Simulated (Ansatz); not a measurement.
Ansatz (a program for electronic structure) input (B3LYP/def2-TZVPD):

Ansatz 0.2 input:
```yaml
crystal:
  periodic: [false, false, false]
  atoms:
    - {symbol: Al, position_ang: [0.22018310, -0.25849990, 0.22286517]}
    - {symbol: C, position_ang: [2.02765985, -0.61938319, -0.40107859]}
    - {symbol: H, position_ang: [2.55087225, -1.34527090, 0.22459905]}
    - {symbol: H, position_ang: [2.61954555, 0.30032376, -0.41942594]}
    - {symbol: H, position_ang: [2.01495217, -0.99988840, -1.42621834]}
    - {symbol: C, position_ang: [-0.64719954, -1.00289040, 1.79767938]}
    - {symbol: H, position_ang: [-1.52484530, -1.58990165, 1.51154881]}
    - {symbol: H, position_ang: [-1.00785903, -0.20709137, 2.45516068]}
    - {symbol: H, position_ang: [0.01603305, -1.64875669, 2.37659500]}
    - {symbol: Cl, position_ang: [-0.93022592, 1.09321915, -0.94112420]}
basis:
  gaussian:
    orbitals: def2-TZVPD
hamiltonian:
  xc: {name: B3LYP}
magnetization: {spin_polarized: true, initial_magnetization: 2}
```

Output:

```
Functional definition: B3LYP
integrals: 0.15 GiB planned
1230 factors; their error is unknown
mean field: 1.73 GiB planned
mean field evaluation 1: about -21271.6422 eV, gradient 6.0e1 eV
mean field evaluation 2: about -21231.9505 eV, gradient 9.3e1 eV
mean field evaluation 4: about -21288.8170 eV, gradient 2.1e1 eV
mean field evaluation 8: about -21291.3516 eV, gradient 5.4e-1 eV
mean field evaluation 16: about -21291.3681 eV, gradient 2.2e-3 eV
mean field evaluation 32: about -21291.3413 eV, gradient 1.7e0 eV
mean field -21291.36808854 eV, -782.4433454461 hartree, gradient 2.6e-5 eV, S^2 2.005041; 5 other end points of the search recorded, 0 dependent functions left out
reference -21291.36840870 eV, -782.4433572118 hartree; 25, 23 occupied and 192, 194 virtual orbitals, 1230 factors
Total energy: -21291.36840870 eV, -782.4433572118 hartree
```

This state (charge 0, triplet) is run at the relaxed geometry of the species with charge 0 and multiplicity 1, and is a spin state other than that species' own.
